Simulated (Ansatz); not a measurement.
Total energies of tetraphenylethylene, `c1ccc(C(=C(c2ccccc2)c2ccccc2)c2ccccc2)cc1` from Ansatz at PBE0-D4/def2-TZVP, gas phase (1 Eh = 27.2114 eV = 2625.5 kJ/mol). The reference geometry is relaxed at r2SCAN-D4/def2-SVP.

```tsv
state	geometry	energy (Eh)
charge 0 singlet	reference	-1002.00560
charge 1 doublet	reference	-1001.75169
charge -1 doublet	reference	-1002.02436
charge -1 doublet	relaxed at r2SCAN-D4/def2-SVP	-1002.03445
free C atom (triplet)	–	-37.80537
free H atom (doublet)	–	-0.50104
```

Single mean-field runs in def2-TZVP are fitted with def2-universal-jkfit.

Question: Work out the vertical ionisation energy to the doublet.

Answer: E(charge 1 doublet) − E(charge 0 singlet) = -1001.75169 − (-1002.00560) = 0.25391 Eh = 6.91 eV. For comparison, −ε of the highest occupied level is 5.72 eV at this level, 1.19 eV less.

Question: Work out the vertical electron affinity, to the doublet.

Answer: E(charge 0 singlet) − E(charge -1 doublet) = -1002.00560 − (-1002.02436) = 0.01876 Eh = 0.51 eV. The basis lacks diffuse functions, which makes affinities too small.

Question: Give the fundamental gap IE − EA, the Mulliken electronegativity (IE + EA)/2 and the hardness (IE − EA)/2.

Answer: From the values in Eh: IE − EA = 0.25391 − 0.01876 = 0.23515 Eh = 6.40 eV; (IE + EA)/2 = 3.71 eV; (IE − EA)/2 = 3.20 eV. The HOMO–LUMO gap of the same run is 4.15 eV, 2.25 eV smaller than the fundamental gap.

Question: How much does the charge -1 doublet relax, and what is the adiabatic electron affinity?

Answer: Relaxation: -1002.02436 − (-1002.03445) = 0.01009 Eh = 0.27 eV. Adiabatic electron affinity: 0.02885 Eh = 0.79 eV, without zero-point energy. 

Question: What is the binding energy per atom against free atoms?

Answer: Atoms: 26 × (-37.80537) + 20 × (-0.50104) = -992.96042 Eh. Binding: -992.96042 − (-1002.00560) = 9.04518 Eh = 246.13 eV, or 5.35 eV for each of 46 atoms (no zero-point energy, no counterpoise term).

At PBE0-D4/def2-TZVP the highest occupied level of the charge -1 doublet lies above zero (up to 0.66 eV). By energy differences its removal costs 0.51 eV (vertical, to the charge 0 singlet, at PBE0-D4/def2-TZVP); self-interaction error and the lack of diffuse functions both raise the level.
